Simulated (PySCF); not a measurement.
Gas-phase reaction: I2 + SiI2 → SiI4

Method: PySCF energies plus ideal-gas RRHO corrections (1 bar). † marks an energy on the PBE0/def2-TZVP geometry and frequencies. MP2 and CCSD(T) freeze the core. All species are closed-shell singlets. I: scalar-relativistic def2 core potential, no spin-orbit coupling. MP2 isn't extrapolated to the basis-set limit; its ΔH°(298 K) is -298.2 kJ in def2-SVP and -329.1 kJ in def2-TZVPP. CCSD(T) isn't extrapolated to the basis-set limit. The harmonic model lacks anharmonicity and excited electronic states, which grow with temperature; levels with a mode under 35 cm⁻¹ are left out. Soft modes under 120 cm⁻¹ make the harmonic entropy rough for SiI2, SiI4.

| level | ΔE electronic, kJ | ΔH°(298 K), kJ | ΔS°(298 K), J/K | ΔG°(1600 K), kJ |
|---|---|---|---|---|
| BLYP/def2-TZVP† | -206 | -201 | -167 | 51 |
| CCSD(T)/def2-SVP† | -264 | -259 | -167 | -7 |
| HF/def2-TZVP† | -258 | -253 | -167 | -1 |
| M06-2X/def2-TZVP† | -275 | -270 | -167 | -19 |
| MP2/def2-SVP† | -303 | -298 | -167 | -46 |
| PBE0/def2-QZVP† | -276 | -271 | -167 | -19 |
| PBE0/def2-SVP† | -278 | -273 | -167 | -21 |
| r2SCAN/def2-TZVP† | -292 | -287 | -167 | -35 |
ΔH° is lowest at MP2/def2-SVP† and highest at BLYP/def2-TZVP†. No reference value is set beside these.
